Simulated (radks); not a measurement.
The numbers below are computed, except where a source is named.
Br III, 33 electrons, occupied as [Ar] 3d10 4s2 4p3. Code: a radial shooting solver on a logarithmic mesh with Libxc functionals. Model: Dirac Kohn-Sham, Slater X-alpha with alpha = 0.601, spin-unpolarised, spherical densities, finite nucleus; open shells are shared between the two j in proportion to 2j + 1; Fermi nuclear charge, rms radius 4.1629 fm.

Unscreened Slater integrals over Kohn-Sham orbitals (eV). Large and small components are both included.

integral          value
F0(4p3/2,4p3/2)  12.947
F2(4p3/2,4p3/2)  6.7930
F0(4p3/2,4p1/2)  13.059
G2(4p3/2,4p1/2)  6.8450
F0(4p3/2,4s1/2)  13.951
G1(4p3/2,4s1/2)  9.2471
F0(4p3/2,3d5/2)  16.848
F2(4p3/2,3d5/2)  3.5444
G1(4p3/2,3d5/2)  1.2145
G3(4p3/2,3d5/2)  1.1148
F0(4p1/2,4p1/2)  13.175
F0(4p1/2,4s1/2)  14.098
G1(4p1/2,4s1/2)  9.4351
F0(4p1/2,3d5/2)  17.119
G3(4p1/2,3d5/2)  1.1633
F0(4s1/2,4s1/2)  15.276
F0(4s1/2,3d5/2)  19.461
G2(4s1/2,3d5/2)  1.7442
F0(3d5/2,3d5/2)  41.958
F2(3d5/2,3d5/2)  20.003
F4(3d5/2,3d5/2)  12.565
